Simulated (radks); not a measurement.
Rh II, configuration [Kr] 4d8. All-electron calculation, scalar-relativistic Kohn-Sham, LDA (Slater exchange, Perdew-Zunger correlation), spin-polarised, spherical densities, point nucleus; open shells are filled with parallel spins first (spin-orbit coupling, left out, can overturn this in heavy ions). Program: a radial shooting solver on a logarithmic mesh with Libxc functionals.

Normalised radial functions P(r) = r R(r), r in bohr:

r         4p down
0.0022     0.0026
0.002864   0.0042
0.003759   0.0068
0.004934   0.0111
0.006477   0.0179
0.008502   0.0287
0.01107    0.0449
0.01453    0.0701
0.01907    0.1068
0.02503    0.1577
0.03286    0.2228
0.04279    0.2940
0.05616    0.3589
0.07372    0.3838
0.09676    0.3250
0.127      0.1458
0.1654    -0.1348
0.2171    -0.4416
0.2849    -0.5911
0.374     -0.4176
0.4909     0.0848
0.6444     0.6893
0.839      1.0560
1.101      1.0316
1.446      0.7147
1.897      0.3604
2.491      0.1293
3.243      0.0324
4.257      0.0047
5.587      0.0003

4p down: eigenvalue -57.634 eV, 2 radial nodes at r = 0.147, 0.472 bohr, <r> = 1.08 bohr, 90 % of the charge inside 1.61 bohr.
